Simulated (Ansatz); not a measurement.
CH$_{6}$GeOTe, SMILES `[CH3][GeH]([OH])[TeH]`. Charge 0, multiplicity 1. Te takes the def2 core potential. Geometry: relaxed with PBE0-D4/def2-TZVP. It is one conformer, not always the lowest.

```xyz
10

C    -0.896   -0.980   -0.631
Ge    0.599   -0.163    0.291
O     1.445    0.760   -0.978
Te   -0.101    1.392    2.206
H    -1.553   -0.202   -1.018
H    -1.456   -1.619    0.051
H    -0.520   -1.575   -1.464
H     1.564   -1.176    0.944
H     2.083    1.379   -0.614
H    -1.165    2.185    1.212
```

Question: What is the dipole moment at B3LYP/def2-TZVPP? (An estimate is asked.)

Answer: Ansatz gave: 0.65 D, with components (-0.17, -0.58, 0.22) D in this frame, pointing from negative to positive charge.

Question: And with PBE, r2SCAN, ωB97M-V? (An estimate is asked.)

Answer: The calculation gave: PBE 0.58 D, r2SCAN 0.61 D, ωB97M-V 0.65 D.

Question: Give the Mulliken charges with B3LYP, ωB97M-V, r2SCAN in def2-TZVPP. (Estimate.)

Answer: The calculation gave: 
```tsv
atom	B3LYP	ωB97M-V	r2SCAN
C1	-0.35	-0.41	-0.26
Ge2	0.47	0.42	0.48
O3	-0.43	-0.42	-0.44
Te4	-0.16	-0.17	-0.20
H5	0.11	0.13	0.09
H6	0.12	0.14	0.09
H7	0.12	0.14	0.10
H8	-0.03	0.00	-0.04
H9	0.18	0.17	0.19
H10	-0.02	0.01	0.00
```

B3LYP here is the variant with VWN-RPA as its local correlation; programs differ in this.
